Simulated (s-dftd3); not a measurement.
terbium atom (Tb), sextet; D3(bj) for pbe run with s-dftd3.

s-dftd3 was given this input:
```
$ s-dftd3 mol.xyz --bj pbe --json dftd3.json --noedisp --grad

# file mol.xyz
1

Tb     0.00000000     0.00000000     0.00000000
```

The log (banner, timings and long lists left out):

```
-----------------------------------
 s i m p l e   D F T - D 3  v1.4.0
-----------------------------------

Rational (Becke-Johnson) damping: pbe-D3(BJ)
---------------------
  s6         1.0000
  s8         0.7875
  s9         0.0000
  a1         0.4289
  a2         4.4407
 alp        14.0000
--------------------

Dispersion energy:       0.0000000000000E+00 Eh

Gradient norm:           0.0000000000000E+00 Eh/a0
--------------------------------------------------
     #    Z           dE/dx      dE/dy      dE/dz
--------------------------------------------------
     1   65 Tb    0.000E+00  0.000E+00  0.000E+00
--------------------------------------------------

Virial:
--------------------------------------------------
      component           x          y          z
--------------------------------------------------
          x       0.000E+00  0.000E+00  0.000E+00
          y       0.000E+00  0.000E+00  0.000E+00
          z       0.000E+00  0.000E+00  0.000E+00
--------------------------------------------------

[Info] JSON dump of results written to 'dftd3.json'
```
